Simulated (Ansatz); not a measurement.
Two members of one family (Series BH2X), computed with Ansatz in the gas phase. The two geometries come from different levels. Binding counts from free atoms in the multiplicity of their measured ground term, without zero-point energy. A dash marks a value that wasn't run or was left out as unsound. The structures are stationary points that may keep the symmetry of their start.

First: BH2(CCH) (singlet, charge 0, PBE0-D4/def2-TZVP geometry).

```
atom   x (Å)   y (Å)   z (Å)
  B1   0.790   0.781   0.224
  H2   1.690   0.520   0.964
  H3   0.720   1.860  -0.281
  C4  -0.256  -0.253  -0.072
  C5  -1.100  -1.086  -0.312
  H6  -1.843  -1.821  -0.522
```

```tsv
level	HOMO (eV)	LUMO (eV)	gap (eV)	vertical IE (eV)	vertical triplet (eV)	binding per atom (eV)
PBE-D4/def2-TZVP	-6.88	-3.37	3.51	10.37	3.32	4.36
r2SCAN-D4/def2-TZVP	-7.09	-3.05	4.04	10.34	3.28	4.26
r2SCANh-D4/def2-TZVP	-7.55	-2.71	4.83	–	–	4.24
PBE0-D4/def2-TZVP	-8.09	-2.39	5.69	10.48	3.50	4.27
CAM-B3LYP-D4/def2-TZVP	-9.45	-1.28	8.16	–	–	4.26
```

Second: BH2(NCO) (singlet, charge 0, PBE-D4/def2-TZVP geometry).

```csv
atom,x (Å),y (Å),z (Å)
B1,-0.683,0.700,0.488
H2,-0.116,1.751,0.626
H3,-1.812,0.529,0.854
N4,-0.003,-0.374,-0.122
C5,0.897,-0.975,-0.660
O6,1.718,-1.632,-1.188
```

**Question.** Estimate the same table for the second.

**Answer.** 
```tsv
level	HOMO (eV)	LUMO (eV)	gap (eV)	vertical IE (eV)	vertical triplet (eV)	binding per atom (eV)
PBE-D4/def2-TZVP	-7.06	-2.96	4.10	10.50	3.89	4.81
r2SCAN-D4/def2-TZVP	-7.33	-2.61	4.72	10.58	3.96	4.62
r2SCANh-D4/def2-TZVP	-7.84	-2.27	5.57	–	–	4.56
PBE0-D4/def2-TZVP	-8.41	-1.99	6.42	10.77	4.23	4.62
CAM-B3LYP-D4/def2-TZVP	-9.79	-0.90	8.89	–	–	4.62
```
